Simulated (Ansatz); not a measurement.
What each rung costs, and what it gives

Saddle point of BSi₄H₁₀Cl₂OF, singlet (BSi₄H₉Cl₂O ([SiH3][Si]([SiH3])([SiH3])[O][B]([Cl])[Cl]) + HF → BSi₄H₉ClOF ([F][B]([Cl])[O][Si]([SiH3])([SiH3])[SiH3]) + HCl; bonds formed: B1–F10, Cl2–H9; bonds broken: B1–Cl2, H9–F10), PBE0-D4/def2-TZVP structure:

B1  (-0.706, 0.491, 2.322)
Cl2  (-1.301, 2.416, 1.737)
Cl3  (-0.438, 0.435, 4.061)
O4  (0.154, -0.051, 1.463)
Si5  (0.371, -0.236, -0.188)
Si6  (2.323, -1.495, -0.469)
Si7  (0.648, 1.837, -1.257)
Si8  (-1.450, -1.365, -1.141)
H9  (-2.302, 1.186, 1.753)
F10  (-2.208, 0.096, 2.003)
H11  (2.217, -2.804, 0.228)
H12  (2.502, -1.733, -1.927)
H13  (3.506, -0.758, 0.050)
H14  (1.493, 2.741, -0.432)
H15  (-0.648, 2.499, -1.558)
H16  (1.348, 1.561, -2.543)
H17  (-2.698, -0.561, -1.024)
H18  (-1.664, -2.687, -0.494)
H19  (-1.147, -1.572, -2.584)
(Å)

Barriers are electronic and count from the start structure reached by relaxing down the imaginary mode.

Computed with Ansatz 0.2.0 (basis: as named in each row); correlated methods freeze the cores. B3LYP uses VWN-RPA correlation. Extrapolation: Hartree–Fock as exp(−7.88 √X), correlation as X^−2.97.

Times are rough, for one single point on 4 threads of a shared host (AMD EPYC 7R13), with one NVIDIA H100 (or a share of it) where marked.

The estimate by CCSD(T) at an estimated basis limit (MP2 extrapolated from triple and quadruple zeta, plus CCSD(T) − MP2 in triple zeta) is 94.5 kJ/mol.

```
      method       basis   time (s)  barrier (kJ/mol)  method less estimate
          HF      STO-3G          2              24.6                 -69.9
      PBE-D4      STO-3G          2            -138.5                -232.9
       SPW92    def2-SVP          3               9.8                 -84.7
    BHLYP-D4  def2-TZVPP   3 (H100)             101.8                   7.4
     PBE0-D4  def2-TZVPP   4 (H100)              79.6                 -14.9
  r2SCAN0-D4  def2-TZVPP   4 (H100)              80.5                 -14.0
      PBE-D4    def2-SVP          4              48.1                 -46.4
     BLYP-D4  def2-TZVPP   4 (H100)              82.2                 -12.3
    B3LYP-D4  def2-TZVPP   4 (H100)              89.1                  -5.3
CAM-B3LYP-D4  def2-TZVPP   4 (H100)              85.6                  -8.8
   r2SCAN-D4  def2-TZVPP   4 (H100)              71.8                 -22.7
      PBE-D4  def2-TZVPP   5 (H100)              68.8                 -25.7
    PBE-QIDH  def2-TZVPP   5 (H100)              87.0                  -7.5
       SPW92  def2-TZVPP   5 (H100)              33.7                 -60.8
     wB97X-V  def2-TZVPP   5 (H100)              86.7                  -7.7
    B3LYP-D4       6-31G          6              73.6                 -20.9
     CCSD(T)    def2-SVP   6 (H100)              98.7                   4.2
     wB97M-V  def2-TZVPP   6 (H100)              83.4                 -11.1
      B97M-V  def2-TZVPP   6 (H100)              89.6                  -4.9
      B2PLYP  def2-TZVPP   6 (H100)              92.1                  -2.4
  RPA on PBE  def2-TZVPP   6 (H100)              91.6                  -2.9
     PBE0-D4    def2-SVP          8              64.4                 -30.1
         MP2  def2-QZVPP   8 (H100)              90.6                  -3.8
     wB97M-V    def2-SVP         20              64.4                 -30.1
     CCSD(T)  def2-TZVPP  30 (H100)              94.1                  -0.4
```

All methods are single points on the PBE0-D4 structures; a negative value means that the method puts the saddle structure below the start.

The T1 diagnostic stays at or below 0.014.

Labels in which every atom is bracketed show which atoms are joined, not bond orders.
